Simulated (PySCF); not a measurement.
## How methods differ on the ionisation energy of Ca

Ca [Ar] 4s2 (1S) → Ca⁺ [Ar] 4s1 (2S), as a difference of total energies. All numbers are calculated (PySCF 2.14, the non-relativistic Hamiltonian (point nucleus), in def2-QZVPPD (11s6p4d3f, 70 functions)). Correlated levels: valence and next inner shell: [Ne] frozen. The calculations carry no spin-orbit coupling.

```
                                method  ionisation energy (eV)  difference from reference (eV)
                                   UHF                   5.117                          -0.996
    MP2 (valence and next inner shell)                   5.937                          -0.176
SCS-MP2 (valence and next inner shell)                   5.992                          -0.121
   CCSD (valence and next inner shell)                   5.998                          -0.115
CCSD(T) (valence and next inner shell)                   6.061                          -0.052
```

Reference: 6.113 eV (measured; NIST Atomic Spectra Database, ionization energies).

These non-relativistic numbers lack the scalar-relativistic shift.

Errors of the correlated levels include the incompleteness of this basis and the frozen core.
